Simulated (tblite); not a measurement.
CH10O2Si3.
Structure used (GFN2-xTB), in Å, numbered top down from 1:
```xyz
16
CH10O2Si3 angstrom
C     -2.767    0.383    0.021
Si    -1.364   -0.892    0.004
O     -0.389   -0.589    1.268
Si     1.015   -0.171    1.946
O      2.091    0.262    0.820
Si     2.570    0.556   -0.697
H     -3.456    0.211   -0.801
H     -3.338    0.334    0.945
H     -2.388    1.398   -0.074
H     -0.586   -0.804   -1.237
H     -1.853   -2.252    0.243
H      1.552   -1.353    2.602
H      0.763    1.008    2.761
H      2.584   -0.707   -1.436
H      1.648    1.511   -1.314
H      3.909    1.115   -0.526
```

All values are computed: GFN2-xTB (tblite) harmonic vibrations without scaling, gas phase. Against measured fundamentals such values can be off by several per cent, at times by over 20. Modes of hydrogen on silicon can be 10 to 20 % off. One conformer, not necessarily the lowest. The optimisation stopped once no atom felt more than 0.01 eV/Å.

Lowest wavenumbers of the output (negative numbers stand for imaginary wavenumbers):
```
mode    cm-1
  1     -21.6
  2      22.4
  3      56.7
  4      63.9
  5      79.4
  6      99.7
  7     123.2
  8     194.7
```

Problem. Is this structure a minimum?

Solution. Not by this Hessian. 1 mode is imaginary beyond 20i (22i cm⁻¹), so at this level the point lies at or near a first-order saddle. The curvature is small, so loose convergence or finite differences may be the whole cause.

Problem. Which atoms move in the imaginary mode?

Solution. 22i: C1 (Si-methyl carbon) 38 %, O3 (siloxane oxygen) 16 %. These are shares of the mass-weighted motion.

Problem. What is the remedy?

Solution. Step along that mode in both directions, optimise again with tighter thresholds and repeat the frequencies. The zero-point energy of this point (64.1 kcal/mol) counts the 41 real modes alone, and thermal corrections from it aren't those of a minimum.
